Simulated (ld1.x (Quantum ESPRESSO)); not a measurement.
How hard is this antimony TM potential?

antimony (Sb), norm-conserving Troullier–Martins (Kleinman–Bylander form), made with ld1.x (Quantum ESPRESSO) 7.5 (LDA (PZ), scalar-relativistic). Core [Kr] 4d10, reference 5s2 5p3. Waves: 5s (bound): rc 1.40 bohr; 5p (bound): rc 1.95 bohr. Local part: all-electron potential smoothed inside 1.10 bohr (lloc = -1). Core correction: a·sin(br)/r model core, default radius (core density twice the valence density).

The pseudo-atom Hamiltonian at the reference potential is diagonalised in spherical Bessel functions j_l(qr) that vanish at 20 bohr, with q² up to the cutoff. All-electron valence levels (Ry): 5s -0.9620, 5p -0.3674.

**Question.** How do the lowest levels (Ry) of each channel move with the cutoff, and are there ghosts?

**Answer.**

```json
{"cutoff (Ry)": "8", "s #1": "-1.1182", "s #2": "-0.0424", "s #3": "0.0655", "p #1": "-0.3605", "p #2": "0.0265", "d #1": "-0.0935", "f #1": "0.1109", "f #2": "0.2329", "Σ f·Δε (mRy)": "333.1"}
{"cutoff (Ry)": "21", "s #1": "-5.8036", "s #2": "-0.7626", "s #3": "-0.0242", "p #1": "-0.4486", "p #2": "-0.3339", "d #1": "-1.0409", "f #1": "0.1109", "f #2": "0.2328", "Σ f·Δε (mRy)": "499.3"}
{"cutoff (Ry)": "45", "s #1": "-11.5792", "s #2": "-0.9580", "s #3": "-0.0353", "p #1": "-5.4567", "p #2": "-0.3673", "d #1": "-2.1881", "f #1": "0.1109", "f #2": "0.2328", "Σ f·Δε (mRy)": "8.4"}
{"cutoff (Ry)": "70", "s #1": "-12.1774", "s #2": "-0.9591", "s #3": "-0.0357", "p #1": "-6.3319", "p #2": "-0.3674", "d #1": "-2.5160", "f #1": "0.1109", "f #2": "0.2328", "Σ f·Δε (mRy)": "5.8"}
{"cutoff (Ry)": "120", "s #1": "-12.3153", "s #2": "-0.9610", "s #3": "-0.0358", "p #1": "-6.5430", "p #2": "-0.3674", "d #1": "-2.5744", "f #1": "0.1109", "f #2": "0.2328", "Σ f·Δε (mRy)": "1.9"}
{"cutoff (Ry)": "230", "s #1": "-12.3195", "s #2": "-0.9619", "s #3": "-0.0359", "p #1": "-6.5472", "p #2": "-0.3674", "d #1": "-2.5758", "f #1": "0.1109", "f #2": "0.2328", "Σ f·Δε (mRy)": "0.2"}
{"cutoff (Ry)": "400", "s #1": "-12.3199", "s #2": "-0.9620", "s #3": "-0.0359", "p #1": "-6.5472", "p #2": "-0.3674", "d #1": "-2.5758", "f #1": "0.1109", "f #2": "0.2328", "Σ f·Δε (mRy)": "0.0"}
```

Result: ghost states, extra bound levels that the all-electron valence spectrum of the same l lacks: s at -167.6 eV, p at -89.1 eV, d at -35.0 eV (a true bound ghost makes a file unfit for plane-wave use); 10 mRy is reached at 45 Ry and 1 mRy at 180 Ry.
